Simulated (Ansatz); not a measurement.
Cost and result for the atomization energy of `OB(O)O[SiH3]` (10 atoms, 9 bonds).

```tsv
atom	x (Å)	y (Å)	z (Å)
O1	-0.0190	1.6671	0.3317
B2	0.6338	0.7204	-0.4031
O3	1.6692	1.0874	-1.2146
O4	0.2404	-0.5835	-0.3152
Si5	-0.9648	-1.2747	0.5797
H6	0.3362	2.5482	0.1965
H7	2.0478	0.3378	-1.6788
H8	-0.7293	-1.0607	2.0293
H9	-2.2862	-0.7169	0.1983
H10	-0.9282	-2.7252	0.2761
```

Charge 0, multiplicity 1. All single points use the PBE0-D4/def2-TZVP geometry. It is one conformer, not always the lowest. Program: Ansatz. All runs use 4 threads of an Arm Neoverse V1 on a shared host. Times are those of one run each, without the atoms' runs, and a repeat can differ threefold. Electronic energies, without spin–orbit coupling; frozen cores. CCSD(T)/CBS adds CCSD(T) − MP2 in def2-TZVPP to the MP2 limit, and its time is that of the two runs behind it. T1 = 0.012. HSE06 is the plane-wave form, built on full-range PBE exchange.

CCSD(T)/CBS is a level of theory with its own doubt, some kJ/mol a heavy atom from the limit and from the frozen cores, so smaller differences don't rank the functionals.

```
                             level  functions  wall time
            LDA (SPW92)/def2-TZVPP        236      1.1 s
                BLYP-D4/def2-TZVPP        236      1.9 s
   PBE-D4/def2-TZVPP (with forces)        236      2.2 s
               HSE06-D4/def2-TZVPP        236      2.6 s
               BHLYP-D4/def2-TZVPP        236      2.6 s
                  CCSD(T)/def2-SVP         99      4.1 s
                 B2PLYP/def2-TZVPP        236      4.3 s
r2SCAN-D4/def2-TZVPP (with forces)        236      4.4 s
               PBE-QIDH/def2-TZVPP        236      4.5 s
                ωB97X-V/def2-TZVPP        236      6.5 s
                    MP2/def2-QZVPP        448       18 s
                CCSD(T)/def2-TZVPP        236    2.1 min
                 CCSD(T)/CBS(def2)          –    2.4 min
```

Task: What atomization energy does each give, and how far from CCSD(T)/CBS? (Best estimate.)

Result: Computed: 
| level | atomization (kcal/mol) | difference from CCSD(T)/CBS | per bond |
| --- | --- | --- | --- |
| LDA (SPW92)/def2-TZVPP | 1101.2 | 134.4 | 14.9 |
| BLYP-D4/def2-TZVPP | 961.8 | -5.0 | -0.6 |
| PBE-D4/def2-TZVPP (with forces) | 973.5 | 6.7 | 0.7 |
| HSE06-D4/def2-TZVPP | 955.1 | -11.7 | -1.3 |
| BHLYP-D4/def2-TZVPP | 932.6 | -34.2 | -3.8 |
| CCSD(T)/def2-SVP | 908.8 | -58.0 | -6.4 |
| B2PLYP/def2-TZVPP | 955.7 | -11.1 | -1.2 |
| r2SCAN-D4/def2-TZVPP (with forces) | 967.1 | 0.3 | 0.0 |
| PBE-QIDH/def2-TZVPP | 953.0 | -13.8 | -1.5 |
| ωB97X-V/def2-TZVPP | 965.3 | -1.5 | -0.2 |
| MP2/def2-QZVPP | 981.2 | 14.4 | 1.6 |
| CCSD(T)/def2-TZVPP | 940.4 | -26.4 | -2.9 |
| CCSD(T)/CBS(def2) | 966.8 | 0.0 | 0.0 |

From PBE to PBE0 (25 % exact exchange), in def2-TZVPP and without D4, the atomization energy moves by −18.5 kcal/mol: exact exchange takes away binding that semilocal exchange gives to molecules. The D4 term adds +6.7 kcal/mol with B3LYP and +3.5 kcal/mol with PBE0; it sums over pairs of atoms, weighted by their polarisabilities, and B3LYP, whose exchange is more repulsive, gets the larger term. At CCSD(T), def2-SVP lies −58.0 kcal/mol from the extrapolated value and def2-TZVPP −26.4 kcal/mol: correlation converges slowly with the basis, and small sets miss more of it in the bonded molecule than in its fragments.

B3LYP here is the variant with VWN-RPA as its local correlation; programs differ in this.
